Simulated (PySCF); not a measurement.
From one molecule to another.

First species: C5H6O3.
SMILES: `C(O/C=C\C(=O)O)=C`

Second species: C8H8S.
InChI=1S/C8H8S/c1-7(9)8-5-3-2-4-6-8/h2-6H,1H3

Levels: PBE0/def2-SVPD for dipole moment, HOMO energy, LUMO energy, HOMO–LUMO gap, static isotropic polarisability and electronic spatial extent ⟨r²⟩ about the centre of nuclear charge; TDDFT PBE0/def2-SVPD for lowest singlet excitation; TDA PBE0/def2-SVPD for lowest triplet excitation (Tamm–Dancoff); GFN2-xTB for rotational constant A and rotational constant C. Geometries: GFN2-xTB. All species are isolated and taken at one optimised geometry, non-relativistic unless stated; the electronic structure was computed with PySCF and density fitting.

Dipoles, sizes and rotational constants follow the conformer. The torsions of the flexible species, by atom-mapped SMILES:
- `[CH2:1]=[CH:2][O:3]/[CH:4]=[CH:5]\[C:6](=[O:7])[OH:8]`: C1–C2–O3–C4 180°, C2–O3–C4–C5 180°, C4–C5–C6–O7 0°, H–O8–C6–C5 180°
- `[CH3:1][C:2](=[S:3])[c:4]1[cH:5][cH:6][cH:7][cH:8][cH:9]1`: C1–C2–C4–C5 174°

Values for the first species:

- Dipole moment: 2.77 D
- HOMO energy: -6.97 eV
- LUMO energy: -1.27 eV
- HOMO–LUMO gap: 5.70 eV
- Lowest singlet excitation: 4.79 eV
- Lowest triplet excitation (Tamm–Dancoff): 3.46 eV
- Static isotropic polarisability: 80.3 au
- Electronic spatial extent ⟨r²⟩ about the centre of nuclear charge: 1261 bohr²
- Rotational constant A: 6.377 GHz
- Rotational constant C: 0.862 GHz

Problem. Estimate the same properties for the second species, and the change in each.

Solution. 
```tsv
property	first	second	second less first
dipole moment	2.77 D	3.32 D	+0.55 D
HOMO energy	-6.97 eV	-6.29 eV	+0.68 eV
LUMO energy	-1.27 eV	-2.60 eV	-1.33 eV
HOMO–LUMO gap	5.70 eV	3.69 eV	-2.01 eV
lowest singlet excitation	4.79 eV	2.13 eV	-2.66 eV
lowest triplet excitation (Tamm–Dancoff)	3.46 eV	1.70 eV	-1.76 eV
static isotropic polarisability	80.3 au	119.1 au	+38.8 au
electronic spatial extent ⟨r²⟩ about the centre of nuclear charge	1261 bohr²	1499 bohr²	+238 bohr²
rotational constant A	6.377 GHz	3.024 GHz	-3.353 GHz
rotational constant C	0.862 GHz	0.738 GHz	-0.124 GHz
```

On the first: S1 lies 0.91 eV below the HOMO–LUMO gap; its leading configuration is HOMO−1→LUMO, weight 0.97. The 6 singlets span 4.79 to 6.91 eV, and their oscillator strengths add up to 0.75.

On the second: The 6 singlets span 2.13 to 5.60 eV, and their oscillator strengths add up to 0.39. The polarisability is 17.65 Å³ as a volume (1 au = 0.148185 Å³), or 1.65 au for each of the 72 electrons.
